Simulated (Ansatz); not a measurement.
Reaction (cleavage of the Si–In bond): `[SiH3][In]([Cl])[Cl]` + `[OH][Hf]([Cl])([Cl])[Cl]` → `[SiH3][O][Hf]([Cl])([Cl])[Cl]` + `[Cl][InH][Cl]`

Isolated molecules relaxed with PBE0-D4/def2-TZVP in Ansatz; ΔE leaves out vibrations. CCSD(T)/CBS adds triple-zeta CCSD(T) − MP2 to the extrapolated MP2 energy (def2 sets, frozen cores). Functionals use def2-TZVPP. HSE06 is defined as in plane-wave codes. def2 core potentials past Kr. For Hf, In outer-core shells are correlated without core-valence functions, which leaves a few kJ/mol of doubt a bond. One conformer a species, not always the lowest.

`[SiH3][In]([Cl])[Cl]`:

```xyz
7

Si    0.229    0.569   -1.113
In   -0.215   -0.577    1.124
Cl   -1.882    0.065    2.616
Cl    0.961   -2.403    1.957
H    -0.896    0.242   -2.025
H     1.509    0.071   -1.673
H     0.293    2.033   -0.887
```

`[OH][Hf]([Cl])([Cl])[Cl]`:

```xyz
6

O     0.223    0.327   -1.426
Hf   -0.060   -0.089    0.387
Cl    0.850    1.603    1.716
Cl   -2.356   -0.258    0.788
Cl    0.979   -2.124    0.880
H     0.365    0.540   -2.344
```

`[SiH3][O][Hf]([Cl])([Cl])[Cl]`:

```xyz
9

Si    1.811    0.337    0.151
O     0.193    0.035    0.014
Hf   -1.668   -0.311   -0.140
Cl   -2.801    1.066    1.367
Cl   -2.327    0.158   -2.330
Cl   -2.045   -2.559    0.364
H     2.457   -0.816    0.823
H     2.000    1.568    0.955
H     2.379    0.521   -1.206
```

`[Cl][InH][Cl]`:

```xyz
4

Cl    1.422    1.582   -0.537
In    0.077   -0.205    0.046
Cl   -2.159    0.380    0.095
H     0.660   -1.757    0.396
```

Q: Is it downhill or uphill in electronic energy at CCSD(T)/CBS, and by how much? (Estimate.)

A: The calculation gave: Downhill: ΔE = -65.8 kJ/mol.

Q: What do these levels give: PBE0-D4, HSE06-D4, BLYP, r2SCAN0, HSE06, CCSD(T)/def2-TZVPP? (An estimate is asked.)

A: Computed: PBE0-D4 -52.7, HSE06-D4 -52.4, BLYP -58.2, r2SCAN0 -63.0, HSE06 -51.6, CCSD(T)/def2-TZVPP -71.6 kJ/mol.

Largest T1 diagnostic among the species: 0.014.

From PBE to PBE0 (25 % exact exchange), in def2-TZVPP and without D4, ΔE moves by −7.3 kJ/mol. In def2-TZVPP, CCSD(T) changes the Hartree–Fock value by +18.8 kJ/mol (the triples alone add +1.9 kJ/mol) and MP2 by +18.9 kJ/mol.
